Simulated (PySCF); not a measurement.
F4HSTa, SMILES [F][Ta]([F])([F])([F])[SH], multiplicity 1.

Coordinates come from a B3LYP-D3(BJ)/def2-SVP optimisation. The multiplicity is an assumed one; no other spin state was optimised. The structure was generated by enumeration; whether it is a known compound was not checked. The def2 effective core potentials stand for the cores of Ta; spin–orbit coupling is left out. The values are those of a single conformer.

Level of theory: PBE/def2-TZVP (PySCF).

Symmetry labels are those of the subgroup Cs that the program uses (full group Cs).

Problem. List the valence orbital energies around the gap with their symmetry. (An estimate is asked for; the answer gives what the named calculation found.)

Solution. 
```csv
orbital,symmetry,energy (eV)
HOMO−7,A',-10.90
HOMO−6,A',-10.63
HOMO−5,A",-10.49
HOMO−4,A',-10.40
HOMO−3,A',-10.10
HOMO−2,A",-10.10
HOMO−1,A',-8.50
HOMO,A",-7.41
LUMO,A',-3.81
LUMO+1,A",-3.09
LUMO+2,A',-2.69
LUMO+3,A",-2.56
```
